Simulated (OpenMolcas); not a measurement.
Mn3+: CASPT2 settings compared

* Program: OpenMolcas 26.06
* Basis: ANO-RCC-VDZ [5s4p2d]
* Scalar Hamiltonian: DKH4, point nucleus
* Active space: 4 electrons in 5 orbitals (3d)
* State averaging: 2S+1 = 5 even, 5 roots; 2S+1 = 3 even, 45 roots kept (CI in the orbitals of an earlier block); 2S+1 = 1 even, 44 roots kept (CI in the orbitals of an earlier block)
* Spin-orbit coupling: RASSI with atomic mean-field integrals over the reference wave functions, term energies averaged over their components

Methods on the same reference wave functions:
A. CASSCF
B. SS-CASPT2, IPEA 0.35 Eh, imaginary shift 0.1 Eh (closed shells correlated: 3s 3p)
C. SS-CASPT2, IPEA 0.5 Eh, imaginary shift 0.25 Eh (closed shells correlated: 3s 3p)
D. SS-CASPT2, IPEA 0.1 Eh, imaginary shift 0.1 Eh (closed shells correlated: 2s 2p 3s 3p)
E. MS-CASPT2, IPEA 0.35 Eh, imaginary shift 0.1 Eh (closed shells correlated: 3s 3p)

Energies in cm-1 above 3d4 5D0, the measured ground level; measured values from Corliss and Sugar, J. Phys. Chem. Ref. Data 6, 1253 (1977).

| Level | A | B | C | D | E | Measured |
| --- | --- | --- | --- | --- | --- | --- |
| 3d4 5D0 | 0.0 | 0.0 | 0.0 | 0.0 | 0.0 | 0.0 |
| 3d4 5D1 | 104 | 106 | 106 | 106 | 106 | 99.0 |
| 3d4 5D2 | 308 | 312 | 312 | 313 | 313 | 287 |
| 3d4 5D3 | 603 | 609 | 609 | 610 | 610 | 552 |
| 3d4 5D4 | 981 | 986 | 986 | 987 | 987 | 886 |
| 3d4 3H4 | 23799 | 25200 | 25270 | 25190 | 25200 |  |
| 3d4 3H5 | 24019 | 25400 | 25460 | 25410 | 25400 | 21475 |
| 3d4 3H6 | 24266 | 25670 | 25730 | 25680 | 25670 | 21679 |
| 3d4 3P0(1) | 25641 | 20800 | 20960 | 20390 | 20710 | 20654 |
| 3d4 3P1(1) | 26266 | 21450 | 21610 | 21040 | 21370 | 21279 |
| 3d4 3P2(1) | 27388 | 22570 | 22730 | 22160 | 22500 | 22325 |
| 3d4 3F2(1) | 27425 | 24640 | 24800 | 24290 | 24580 | 22791 |
| 3d4 3F3(1) | 27494 | 24750 | 24910 | 24400 | 24700 | 22862 |
| 3d4 3F4(1) | 27612 | 24830 | 24980 | 24500 | 24810 |  |
| 3d4 3G3 | 30071 | 28860 | 28980 | 28670 | 28860 | 25440 |
| 3d4 3G4 | 30337 | 29130 | 29250 | 28940 | 29140 | 25671 |
| 3d4 3G5 | 30558 | 29400 | 29520 | 29210 | 29400 | 25878 |
| 3d4 1I6 | 35849 | 37930 | 37940 | 38100 | 37930 |  |
| 3d4 1G4(1) | 37844 | 33960 | 34080 | 33720 | 33910 |  |
| 3d4 3D3 | 38897 | 34220 | 34400 | 33760 | 34220 | 31385 |
| 3d4 3D2 | 38986 | 34310 | 34490 | 33850 | 34310 | 31474 |
| 3d4 3D1 | 39078 | 34400 | 34580 | 33950 | 34400 | 31581 |
| 3d4 1S0 | 44006 | 34180 | 34420 | 33500 | 34180 |  |
| 3d4 1D2 | 47088 | 42510 | 42580 | 42300 | 42520 |  |

Deviations, from unrounded energies. A percentage is the sum of absolute deviations over the sum of measured energies, with the sign that they share, or ± where signs differ.

```
                        Against measurement  Levels      A      B      C      D      E
             mean absolute deviation (cm-1)      17   3900   1800   1900   1700   1800
      fine structure of the ground term (%)       4   +9.5  +10.4  +10.4  +10.5  +10.6
other terms of the ground configuration (%)      13  +20.3   +9.6  +10.1   ±8.8   +9.5
```

D lies closest to measurement on these levels and A furthest from it. The largest miss of D in the table is 3d4 3H6, by +4000 cm-1. The ranking rests on the paired levels alone, and a cruder setting can come out closer through cancelling errors.

Among B to E the level of the table that moves most is 3d4 1S0, by 930 cm-1 (lowest in D, highest in C). Moves below CASPT2's spread within the term are not significant.

The mean deviations of B to E differ by less than CASPT2's widest spread within a term (520 cm-1), so their order carries little weight.

From A to B the spin-free energies of the other terms of 3d4 shown, above 5D, scale by factors of 0.77 to 1.06.

The lowest spin-free term lies below A's lowest term by 0.127 hartree in B, 0.126 hartree in C, 0.144 hartree in D, 0.127 hartree in E.

CASPT2 does not keep the components of a term degenerate, so their means are used; among the terms shown or strongly mixed into the levels shown the widest spread is 520 cm-1 (3d4 1I, E). Terms from blocks run as CI alone lack orbitals of their own. The basis is small and was not contracted for so high a charge. Without dynamic correlation excited terms often stand tens of per cent too high (terms of higher spin than the ground term too low), and those without a measured partner can miss by more than the paired ones (holds for A). Some terms miss by over 15 % even with CASPT2, which points to a basis or an active space too small for the shells correlated (holds for B; C; D; E). Computed and measured levels are paired by configuration, term and J; levels that our copy of the source lacks, or whose pairing is in doubt (as where it misses far off the trend of its configuration), stay unpaired and out of the deviations. Levels of configurations outside the active space are missing. The table leaves out levels that lie high or whose names do not pair safely across all columns.

A number in round brackets counts repeated terms of one configuration in the order of the reference energies.
